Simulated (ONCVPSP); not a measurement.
# Before and after: ONCV potential for nickel (Ni)

ONCVPSP 4.0.1 input, shortened (lines: element, Z, core and valence counts, functional; n l f; lmax; l rc ep ncon nbas qcut; lloc lpopt rc5 dvloc0; l nproj debl; icmod fcfact rcfact), PW91, scalar-relativistic:

```
  Ni 28.00    3    4  -109134      upf
    1    0    2.00
    2    0    2.00
    2    1    6.00
    3    0    2.00
    3    1    6.00
    3    2    8.00
    4    0    1.00
    3
    0    1.50    0.00    5   10    7.80
    1    1.20    0.00    5    8   12.30
    2    1.65    0.00    4    9   10.10
    3    1.40    0.23    4    9    7.80
    4    5    1.20    4.00
    0    2    2.50
    1    2    1.50
    2    2    3.60
    3    1    3.60
    0    0.00    0.00
```

In the p channel the program set the typed energies aside and used -2.961, 0.250 Ha.

Change: d: qcut 8.2.

Cutoffs: the cutoffs (Ha) at which the residual kinetic energy of the hardest occupied pseudo-wave falls to 1 and 0.1 mHa per electron; they do not see the model core or the augmentation charge, which bear on the density cutoff. Errors are all-electron minus pseudo energies relative to the spin-unpolarised reference configuration.

How do hardness, ghosts and transferability respond?

The potential gets harder (41 Ha and 48 Ha → 41 Ha and 58 Ha); of the 4 tests that both files solve, the error grows in 3 and shrinks in 0 by more than 15 % and 0.3 meV (median size 14.4 → 23.3 meV); neither file shows a bound ghost.

```tsv
quantity	base	changed
cutoff, loose	41 Ha	41 Ha
cutoff, tight	48 Ha	58 Ha
loose cutoff by channel	s 15 Ha, p 41 Ha, d 39 Ha	s 15 Ha, p 41 Ha, d 31 Ha
bound ghosts	none	none
GHOST(+) flags under 300 eV	none	none
error for 3s2 3p6 3d8 4s2, meV [ΔE -9.39 eV]	+3.3	+3.9
error for 3s2 3p6 3d8 4s0, meV [ΔE 17.41 eV]	+1.8	+1.8
error for 3s2 3p6 3d7 4s0, meV [ΔE 54.99 eV]	+72	+114
error for 3s2 3p6 3d9 4s1, meV [ΔE -11.01 eV]	+25	+43
s: phases at 1.52 bohr within 0.05 rad from the reference energy up to (Ha; the scan ends near 5)	to the end of the scan	to the end of the scan
p: phases at 1.22 bohr within 0.05 rad from the reference energy up to (Ha; the scan ends near 5)	to the end of the scan	to the end of the scan
d: phases at 1.68 bohr within 0.05 rad from the reference energy up to (Ha; the scan ends near 5)	to the end of the scan	to the end of the scan
f: phases at 1.42 bohr within 0.05 rad from the reference energy up to (Ha; the scan ends near 5)	to the end of the scan	to the end of the scan
```
